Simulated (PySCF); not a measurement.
Assignment exercise: C3H8B2F2

Atoms are numbered as in `[CH3:1][B:2]([CH3:3])[CH2:4][B:5]([F:6])[F:7]`; H(Xn) means a hydrogen on atom n.

[PySCF: KT3/pcSseg-2 with gauge-including orbitals; geometry from PBE0-D3(BJ)/def2-SVP; couplings computed with B3LYP/pcJ-1 (spin–dipole term only in couplings to heteroatoms); single conformer; no solvent; equivalent nuclei averaged; no relativistic terms]

Scale: ¹³C (181.31 ppm) and ¹H (31.35 ppm) vs TMS (reference shieldings calculated alike).

Problem. Assign these signals to the numbered atoms. ¹³C{¹H} NMR (computed): δ 26.0 (CH2, t, J = 21.3 Hz), 15.4 (CH3).

Solution. 
26.0 → C4, sp3 CH2 bonded to 2 B
15.4 → C1/C3, methyl carbon bonded to B

Problem. Assign these signals to the numbered atoms. ¹H NMR (500 MHz, computed): δ 1.82 (t, J = 9.7 Hz, 2H), 0.96 (s, 6H).

Solution. 
| δ (ppm) | atoms | environment | reason |
| --- | --- | --- | --- |
| 1.82 | H(C4) | hydrogen on an sp3 CH2 bonded to 2 B | – |
| 0.96 | H(C1)/H(C3) | hydrogen on a methyl carbon bonded to B | – |

A carbon bonded to boron is broadened by the quadrupolar boron nucleus and is often missing from a measured spectrum. C–F couplings over four or more bonds (about 3 Hz to the para carbon of a fluoroarene) are left out. Multiplet labels drop couplings under 1 Hz and merge nearly equal ones. Shifts are as computed, not scaled to solution data. Of 1313 compounds with measured shifts, 239 miss one by over three times the rms of a fit or turn the order of signals round; such compounds aren't used in these exercises. 3J across rotatable bonds or in flexible rings reflects this conformer alone.
